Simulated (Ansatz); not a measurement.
Reaction (ligand exchange at the Si–N bond): `C[SiH](F)N[SiH](O)O` + HCl → `C[SiH](F)Cl` + `N[SiH](O)O`

Gas-phase electronic energies from Ansatz, PBE0-D4/def2-TZVP geometries. CCSD(T)/CBS adds triple-zeta CCSD(T) − MP2 to the extrapolated MP2 energy (def2 sets, frozen cores). This one scheme is used for every species. DFT in def2-TZVPP. B3LYP here is the variant with VWN-RPA as its local correlation; programs differ in this. One conformer a species, not always the lowest.

`C[SiH](F)N[SiH](O)O`:

Z-matrix (Å, degrees):
```
C
Si 1 1.850
H 1 1.093 2 111.2
H 1 1.092 2 110.5 3 119.9
H 1 1.093 2 110.7 3 -120.6
F 2 1.616 1 108.9 3 -62.6
N 2 1.712 1 110.9 3 56.2
H 2 1.480 1 112.9 3 -177.6
Si 7 1.727 2 126.4 1 -177.4
H 7 1.010 2 116.8 1 -1.5
O 9 1.636 7 106.3 2 14.5
O 9 1.638 7 109.5 2 140.3
H 9 1.472 7 115.0 2 -103.1
H 11 0.960 9 118.5 7 38.8
H 12 0.958 9 118.2 7 -56.9
```

HCl:

```xyz
2

Cl    0.213    0.353    0.489
H    -0.213   -0.353   -0.489
```

`C[SiH](F)Cl`:

Cartesian coordinates in Å:
```
C -0.053 -0.936 -0.380
Si 0.062 0.719 0.422
F 1.596 1.108 0.620
Cl -0.787 2.147 -0.772
H 0.421 -1.695 0.247
H -1.098 -1.214 -0.532
H 0.446 -0.926 -1.352
H -0.587 0.798 1.747
```

`N[SiH](O)O`:

Cartesian coordinates in Å:
```
N -0.646 0.418 0.995
Si 0.263 -0.487 -0.142
O 1.691 0.292 -0.347
O -0.667 -0.650 -1.482
H -1.610 0.178 1.167
H -0.204 0.742 1.841
H 0.647 -1.867 0.208
H 1.658 1.244 -0.451
H -1.131 0.130 -1.788
```

| level | ΔE (kJ/mol) | difference from CCSD(T)/CBS |
| --- | --- | --- |
| PBE-D4 | -31.5 | -3.9 |
| r2SCAN-D4 | -30.9 | -3.3 |
| PBE0-D4 | -30.7 | -3.1 |
| B3LYP-D4 | -26.6 | 1.0 |
| ωB97X-V | -28.9 | -1.3 |
| ωB97M-V | -28.3 | -0.7 |
| B2PLYP | -31.9 | -4.3 |
| PBE | -37.4 | -9.8 |
| r2SCAN | -33.0 | -5.4 |
| PBE0 | -36.1 | -8.5 |
| B3LYP | -35.5 | -7.9 |
| HF/def2-TZVPP | -35.7 | -8.1 |
| MP2/def2-TZVPP | -27.5 | 0.1 |
| SCS-MP2/def2-TZVPP | -27.5 | 0.1 |
| CCSD/def2-TZVPP | -24.7 | 2.9 |
| CCSD(T)/def2-TZVPP | -23.6 | 4.0 |
| HF/def2-QZVPP | -35.6 | -8.0 |
| MP2/def2-QZVPP | -29.8 | -2.2 |
| SCS-MP2/def2-QZVPP | -29.8 | -2.2 |
| HF/CBS(def2) | -35.5 | -7.9 |
| MP2/CBS(def2) | -31.5 | -3.9 |
| CCSD/CBS(def2) | -28.7 | -1.1 |
| CCSD(T)/CBS | -27.6 | 0 |

Largest T1 diagnostic among the species: 0.011.

The D4 term adds +8.9 kJ/mol with B3LYP and +5.4 kJ/mol with PBE0; it sums over pairs of atoms, weighted by their polarisabilities, and B3LYP, whose exchange is more repulsive, gets the larger term. In def2-TZVPP, CCSD(T) changes the Hartree–Fock value by +12.1 kJ/mol (the triples alone add +1.1 kJ/mol) and MP2 by +8.1 kJ/mol.
